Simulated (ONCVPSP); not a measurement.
# Which change was made? (K, ONCV)

```
Element                 : K
Generator               : ONCVPSP 4.0.1
Type                    : optimised norm-conserving Vanderbilt (ONCV)
Functional              : LDA (Perdew-Wang 92)
Relativity              : scalar-relativistic
Frozen core             : [Ne]
Valence charge          : 9
Reference configuration : 3s2 3p6 4s0.5 4p0.5
Partial waves           : 3s+4s: rc 1.95 bohr, ncon 3, nbas 6, qcut 7.6 1/bohr, 2 projectors; 3p+4p: rc 2.50 bohr, ncon 4, nbas 7, qcut 6.4 1/bohr, 2 projectors; d scattering state at 0.12 Ha: rc 2.00 bohr, ncon 3, nbas 6, qcut 5.7 1/bohr, 2 projectors, debl 0.6 Ha; f scattering state at 0.4 Ha: rc 2.75 bohr, ncon 4, nbas 7, qcut 4.6 1/bohr, 2 projectors, debl 2.3 Ha
Local potential         : polynomial inside 1.55 bohr (lpopt 3, dvloc0 6 Ha)
Core correction         : Teter function, fcfact 4.25, rcfact 1.4
```

Cutoffs, loose and tight: the cutoffs (Ha) at which the residual kinetic energy of the hardest occupied pseudo-wave falls to 1 and 0.1 mHa per electron. They do not see the model core or the augmentation charge, which bear on the density cutoff. Test errors are all-electron minus pseudo excitation energies from the reference, over the configurations 3s2 3p6 4s1 4p0; 3s2 3p6 4s0 4p0; 3s2 3p6 4s0.5 4p0; 3s1 3p6 4s1 4p0; variants that change the core or the reference have their own tests.

The base gives: outcome: generated; cutoff, loose: 15 Ha; cutoff, tight: 18 Ha; bound ghosts: none; GHOST(+) flags above zero: none; largest test error (meV): -69.

**Question.** After one change the result is: outcome: generated; cutoff, loose: 8.5 Ha; cutoff, tight: 10 Ha; bound ghosts: none; GHOST(+) flags above zero: none; largest test error (meV): -291. Which change was it?
A. s: ncon 5, nbas 8
B. d: rc 1.95, qcut 5.8, nproj 0; local potential the d channel
C. all radii but the core radius scaled by about 1.33 (s 2.58, p 3.32, d 2.66, f 3.64 bohr); local potential polynomial inside 2.06 bohr (lpopt 3, dvloc0 6 Ha)

**Answer.** C. The others give: s: ncon 5, nbas 8 → outcome: generated; cutoff, loose: 18 Ha; cutoff, tight: 22 Ha; bound ghosts: none; GHOST(+) flags above zero: none; largest test error (meV): -27 | d: rc 1.95, qcut 5.8, nproj 0; local potential the d channel → outcome: generated; cutoff, loose: 15 Ha; cutoff, tight: 18 Ha; bound ghosts: s; GHOST(+) flags above zero: f; largest test error (meV): 4 of 4 tests not solved or not reliable.
